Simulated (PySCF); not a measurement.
**The 2-electron isoelectronic series, spin-free X2C**

Calculated with PySCF 2.14 from differences of total energies of unrestricted determinants, without spin-orbit coupling. Each ion has its own even-tempered basis scaled to its charge (17s7p4d3f3g for the first); frozen: nothing. Ionisation energies in eV, correlation energies of the ion in mhartree.

| ion | configuration | UHF | MP2 (all electrons) | CCSD (all electrons) | CCSD(T) (all electrons) | CCSDT (all electrons) | FCI (all electrons) | LDA | E_corr MP2 | E_corr CCSD(T) | NIST (with spin-orbit, Breit and QED) |
| --- | --- | --- | --- | --- | --- | --- | --- | --- | --- | --- | --- |
| As³¹⁺ | 1s2 (1S) | 14460.9 | 14462.2 | 14462.2 | 14462.2 | 14462.2 | 14462.2 | 14426.9 | -50.0 | -50.4 | 14447.7 (t) |
| Se³²⁺ | 1s2 (1S) | 15382.1 | 15383.5 | 15383.5 | 15383.5 | 15383.5 | 15383.5 | 15346.9 | -50.3 | -50.7 | 15367.5 (t) |
| Br³³⁺ | 1s2 (1S) | 16333.3 | 16334.6 | 16334.6 | 16334.6 | 16334.6 | 16334.6 | 16296.7 | -50.7 | -51.0 | 16317.0 (t) |
| Kr³⁴⁺ | 1s2 (1S) | 17314.3 | 17315.7 | 17315.7 | 17315.7 | 17315.7 | 17315.7 | 17276.6 | -51.0 | -51.4 | 17296.4 (t) |
| Rb³⁵⁺ | 1s2 (1S) | 18325.6 | 18327.0 | 18327.0 | 18327.0 | 18327.0 | 18327.0 | 18286.6 | -51.3 | -51.7 | 18305.9 (t) |
| Sr³⁶⁺ | 1s2 (1S) | 19367.2 | 19368.6 | 19368.6 | 19368.6 | 19368.6 | 19368.6 | 19326.9 | -51.7 | -52.0 | 19345.6 (t) |
| Zr³⁸⁺ | 1s2 (1S) | 21542.2 | 21543.6 | 21543.6 | 21543.6 | 21543.6 | 21543.6 | 21499.4 | -52.4 | -52.7 | 21516.5 (t) |
| Nb³⁹⁺ | 1s2 (1S) | 22676.0 | 22677.5 | 22677.5 | 22677.5 | 22677.5 | 22677.5 | 22631.9 | -52.8 | -53.1 | 22648.0 (t) |
| Mo⁴⁰⁺ | 1s2 (1S) | 23841.0 | 23842.4 | 23842.5 | 23842.5 | 23842.5 | 23842.5 | 23795.6 | -53.2 | -53.5 | 23810.7 (t) |
| Tc⁴¹⁺ | 1s2 (1S) | 25037.4 | 25038.8 | 25038.9 | 25038.9 | 25038.9 | 25038.9 | 24990.7 | -53.6 | -53.9 | 25004.5 (t) |

Each ion has its own basis, which adds noise of up to about 0.1 % along the series.

NIST values marked (s) are semi-empirical, (t) theoretical. Open shells are high-spin determinants of the terms that Hund's rules give.

At high Z the X2C-1e correlation energies are inflated by the missing two-electron picture change in the 1s pairs.
